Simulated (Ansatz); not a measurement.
`FB(F)[SeH]` + H–F → `FB(F)F` + H₂Se at 700 K and 1 bar (ligand exchange at a B–Se bond).

Computed with Ansatz on PBE0-D4/def2-TZVP structures; ΔE is electronic, products minus reactants. CCSD(T)/CBS adds triple-zeta CCSD(T) − MP2 to the extrapolated MP2 energy (def2 sets, frozen cores). This one scheme is used for every species. For Se outer-core shells are correlated without core-valence functions, which leaves a few kJ/mol of doubt a bond. Scalar relativity is left out up to krypton. One conformer a species, not always the lowest.

| species | CCSD(T)/CBS energy (Eh) | H − E (kJ/mol) | S (J/(mol·K)) |
| --- | --- | --- | --- |
| `FB(F)[SeH]` | -2625.82827 | 94.3 | 369.3 |
| H–F | -100.39570 | 45.2 | 198.5 |
| `FB(F)F` | -324.35731 | 69.5 | 306.2 |
| H₂Se | -2401.89790 | 61.1 | 251.1 |

H − E and S are ideal-gas, rigid-rotor, harmonic terms from PBE0-D4/def2-TZVP, for one conformer and one mirror image of each species. 1 Eh = 2625.50 kJ/mol, R = 8.31446 J/(mol·K).

By hand: ΔE, ΔH, ΔS and ΔG.

ΔE = (-324.35731) + (-2401.89790) − (-2625.82827) − (-100.39570) = -0.03124 Eh = -82.0 kJ/mol. Δ(H − E) = 69.5 + 61.1 − 94.3 − 45.2 = -8.9, so ΔH = -90.9 kJ/mol. ΔS = 306.2 + 251.1 − 369.3 − 198.5 = -10.5 J/(mol·K). ΔG = -90.9 − 700 × (-10.5)/1000 = -83.6 kJ/mol.

By hand: the equilibrium constant, and the temperature at which ΔG would vanish if ΔH and ΔS stayed fixed.

log₁₀ K = −ΔG/(RT ln 10) = 6.2. ΔG = 0 at ΔH/ΔS = 8657 K, far beyond where these terms or the molecules hold.

The number of gas molecules stays the same, so ΔS is small and ΔH decides. A doubt of 5 kJ/mol in ΔE shifts log₁₀ K by 0.4 here. Other conformers and mirror images would add mixing entropy, several J/(mol·K) or more a flexible species. These are equilibria of isolated gas molecules and say nothing of rates. Largest T1 diagnostic: 0.012 (customary marks: 0.02 for closed shells, 0.045 for open ones).
